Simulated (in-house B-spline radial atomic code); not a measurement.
Configurations of Zn2+, with energies counted from [Ar] 3d10. All numbers are computed (scalar-relativistic (X2C) B3LYP, spin-polarised, spherical fractional occupations, exact exchange averaged over the configuration; Fermi nucleus of rms radius 3.9283 fm) with a radial B-spline atomic code at the basis-set limit, not measured. Shells without spins written out take the highest spin.

Occupations are held fixed; configurations that lie above the ionisation limit could autoionise.

| configuration | E - E(ref) (eV) | highest orbital | its <r> (bohr) |
| --- | --- | --- | --- |
| [Ar] 3d9 4d1 | 26.872 | 4d up | 3.779 |
| [Ne] 3s2 3p5 3d10 4s1 | 85.066 | 4s up | 2.12 |
| [Ne] 3s2 3p5 3d10 4p1 | 93.116 | 4p up | 2.519 |
| [Ne] 3s2 3p5 3d10 4d1 | 102.86 | 4d up | 3.765 |

Task: Order these further configurations by energy, lowest first.
A. [Ar] 3d9 4s1
B. [Ne] 3s2 3p5 3d10 4f1
C. [Ar] 3d9 4f1
D. [Ar] 3d9 4p1

Result: A (9.1545 eV), D (17.17 eV), C (32.127 eV), B (108.16 eV).
